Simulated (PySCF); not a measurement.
Record of a relaxation.

C4H6OSi.
Bonds: Si1–C2, C2–C3 (aromatic), C3–C4 (aromatic), C4–C5 (aromatic), C5–O6 (aromatic), C2–O6 (aromatic). Hydrogens: H7, H8, H9 on Si1; H10 on C3; H11 on C4; H12 on C5.

Method: PBE0-D3(BJ)/def2-SVP geometry optimisation, gas phase (PySCF); density fitting, grid level 1; the optimiser is geomeTRIC in internal coordinates, started from a GFN2-xTB structure with every atom displaced at random (about 0.01 Å). The frame can shift and turn from step to step; on so coarse a grid that alone can change the energy by a few meV, and forces under 0.02 eV/Å are noise.

Step 0: E = -14151.9291 eV, largest atomic force 3.851 eV/Å
```
atom  x, y, z in Å  |  force x, y, z in eV/Å
Si1     2.160    0.048   -0.202   -1.339   0.816   0.209
C2      0.271    0.003   -0.048    0.969   0.031  -0.059
C3     -0.600    0.039    1.014    2.693   0.164   1.225
C4     -1.857   -0.043    0.499   -3.835  -0.229  -0.266
C5     -1.746   -0.132   -0.859    0.754   0.222   1.074
O6     -0.452   -0.089   -1.190    0.148  -0.153  -0.358
H7      2.524    1.236   -1.011    0.184   0.144  -0.112
H8      2.628   -1.143   -0.865    0.432  -0.852  -0.396
H9      2.686    0.188    1.165    0.222  -0.041   0.334
H10    -0.303    0.116    2.064   -0.091  -0.018  -0.174
H11    -2.818   -0.050    1.060    0.717   0.017  -0.414
H12    -2.454   -0.203   -1.636   -0.852  -0.101  -1.063
```

Step 1: E = -14152.1073 eV, largest atomic force 0.755 eV/Å
```
atom  x, y, z in Å  |  force x, y, z in eV/Å
Si1     2.095    0.249   -0.084    0.002  -0.206  -0.032
C2      0.235    0.147    0.073    0.075   0.061  -0.153
C3     -0.612    0.203    1.147   -0.569  -0.053  -0.120
C4     -1.954    0.116    0.625    0.628   0.124   0.400
C5     -1.806    0.019   -0.721   -0.203  -0.048  -0.458
O6     -0.509    0.033   -1.068    0.035   0.009   0.076
H7      2.519    1.438   -0.880   -0.033   0.029  -0.002
H8      2.637   -0.978   -0.755   -0.034   0.093   0.044
H9      2.655    0.342    1.296   -0.022   0.018   0.011
H10    -0.333    0.294    2.192    0.078   0.018   0.063
H11    -2.876    0.151    1.195   -0.117  -0.050  -0.009
H12    -2.523   -0.062   -1.544    0.161   0.005   0.181
```

Step 2: E = -14152.1140 eV, largest atomic force 0.377 eV/Å
```
atom  x, y, z in Å  |  force x, y, z in eV/Å
Si1     2.089    0.242   -0.082    0.024  -0.048  -0.025
C2      0.233    0.154    0.066    0.117   0.066  -0.116
C3     -0.608    0.212    1.147   -0.311  -0.075  -0.199
C4     -1.938    0.121    0.625    0.019   0.052   0.255
C5     -1.808    0.020   -0.728    0.062   0.009   0.047
O6     -0.511    0.041   -1.074    0.081  -0.032   0.069
H7      2.511    1.437   -0.873    0.001   0.009   0.001
H8      2.632   -0.979   -0.753    0.002   0.012   0.005
H9      2.637    0.336    1.302   -0.008   0.008   0.004
H10    -0.317    0.302    2.192    0.023   0.009  -0.030
H11    -2.865    0.138    1.194   -0.027  -0.018  -0.035
H12    -2.525   -0.072   -1.541    0.017   0.007   0.022
```

Step 3: E = -14152.1093 eV, largest atomic force 0.513 eV/Å
```
atom  x, y, z in Å  |  force x, y, z in eV/Å
Si1     2.091    0.235   -0.085    0.014   0.130   0.060
C2      0.237    0.161    0.058   -0.089   0.005   0.074
C3     -0.616    0.218    1.132    0.315   0.017   0.404
C4     -1.945    0.128    0.637    0.016  -0.061  -0.381
C5     -1.800    0.022   -0.719   -0.048  -0.005   0.081
O6     -0.505    0.043   -1.077   -0.221  -0.018   0.095
H7      2.509    1.436   -0.870    0.025  -0.018   0.002
H8      2.636   -0.979   -0.753    0.028  -0.074  -0.037
H9      2.625    0.332    1.305    0.016  -0.004  -0.007
H10    -0.312    0.308    2.175   -0.010   0.008  -0.048
H11    -2.880    0.126    1.199    0.116   0.024  -0.065
H12    -2.512   -0.079   -1.527   -0.164  -0.006  -0.176
```

Step 4: E = -14152.1165 eV, largest atomic force 0.141 eV/Å
```
atom  x, y, z in Å  |  force x, y, z in eV/Å
Si1     2.092    0.237   -0.084   -0.002   0.068   0.022
C2      0.236    0.161    0.062   -0.066   0.002  -0.017
C3     -0.613    0.218    1.139    0.084  -0.008   0.114
C4     -1.941    0.127    0.631   -0.048  -0.035  -0.079
C5     -1.807    0.021   -0.723    0.061  -0.004   0.072
O6     -0.510    0.042   -1.073   -0.033  -0.011  -0.018
H7      2.513    1.437   -0.870    0.014  -0.011   0.001
H8      2.635   -0.980   -0.753    0.011  -0.034  -0.015
H9      2.630    0.334    1.304    0.006  -0.003  -0.003
H10    -0.312    0.309    2.182   -0.009   0.009  -0.015
H11    -2.873    0.127    1.193    0.027   0.021  -0.010
H12    -2.522   -0.080   -1.534   -0.045   0.007  -0.052
```

Step 5: E = -14152.1169 eV, largest atomic force 0.084 eV/Å
```
atom  x, y, z in Å  |  force x, y, z in eV/Å
Si1     2.091    0.241   -0.083   -0.004  -0.004  -0.006
C2      0.233    0.159    0.059    0.067   0.004   0.008
C3     -0.611    0.214    1.141   -0.030  -0.003  -0.066
C4     -1.940    0.123    0.631    0.020  -0.005   0.015
C5     -1.807    0.018   -0.723   -0.058  -0.008  -0.041
O6     -0.512    0.037   -1.077    0.003   0.011   0.084
H7      2.517    1.438   -0.869    0.003  -0.001  -0.002
H8      2.636   -0.979   -0.751    0.002   0.001   0.002
H9      2.629    0.337    1.305   -0.001   0.001   0.001
H10    -0.310    0.309    2.183    0.005   0.004  -0.003
H11    -2.871    0.133    1.194   -0.008   0.001  -0.003
H12    -2.525   -0.076   -1.534    0.002   0.000   0.012
```

Step 6: E = -14152.1171 eV, largest atomic force under 0.02 eV/Å
```
atom  x, y, z in Å  |  force x, y, z in eV/Å
Si1     2.092    0.241   -0.084   -0.003  -0.007   0.000
C2      0.234    0.160    0.061   -0.008   0.005  -0.013
C3     -0.612    0.214    1.140   -0.013  -0.001   0.003
C4     -1.941    0.121    0.630    0.006   0.003   0.014
C5     -1.808    0.016   -0.723    0.010   0.000  -0.001
O6     -0.512    0.038   -1.073    0.006  -0.003  -0.014
H7      2.519    1.437   -0.871   -0.001  -0.001  -0.001
H8      2.636   -0.979   -0.751   -0.002   0.003   0.003
H9      2.631    0.337    1.304   -0.001   0.001   0.000
H10    -0.312    0.312    2.182    0.000   0.001   0.003
H11    -2.872    0.131    1.193   -0.001   0.000   0.001
H12    -2.526   -0.077   -1.535    0.007  -0.003   0.005
```

Task: Summarise the path.

Result: The energy falls by 18.14 kJ/mol from step 0 to step 6; nine tenths of that is first reached at step 1. It rises by more than 0.2 meV at step 3. The largest force goes from 3.851 to under 0.02 eV/Å. Among the bonds C3–C4 changes most, from 1.361 to 1.427 Å; the atoms move by 0.038 Å rms after alignment.

Task: Follow the three bonds and two angles with the largest change from start to end.

Result: 
```tsv
step	E above end (kJ/mol)	largest force (eV/Å)	C3–C4 (Å)	Si1–H8 (Å)	C5–H12 (Å)	H8–Si1–H9 (°)	C2–Si1–H7 (°)
0	18.14	3.851	1.361	1.441	1.053	112.9	107.9
1	0.94	0.755	1.442	1.500	1.094	109.2	111.8
2	0.31	0.377	1.432	1.494	1.088	109.5	111.1
3	0.76	0.513	1.421	1.489	1.081	109.9	110.5
4	0.07	0.141	1.425	1.491	1.086	109.8	110.8
5	0.02	0.084	1.427	1.494	1.088	109.7	111.1
6	0.00	under 0.02	1.427	1.494	1.088	109.7	111.1
```

What follows is the cost of the whole optimisation. Time: 33 s of wall time; peak memory 0.51 GiB. Hardware: Arm Neoverse V2, one thread, on a shared host.
